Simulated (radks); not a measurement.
Ba54+, 2 electrons, occupied as [He]. Method: non-relativistic Kohn-Sham, PBE, spin-polarised, spherical densities, point nucleus; relativity is left out, which matters for an element this heavy; computed with a radial shooting solver on a logarithmic mesh with Libxc functionals.

Unscreened Slater integrals over Kohn-Sham orbitals (hartree). They are taken over the spin-up orbitals. Empty in this configuration: 2s.

integral    value
F0(1s,1s)  34.765
F0(1s,2s)  11.561
G0(1s,2s)  1.2002
F0(2s,2s)  8.2802
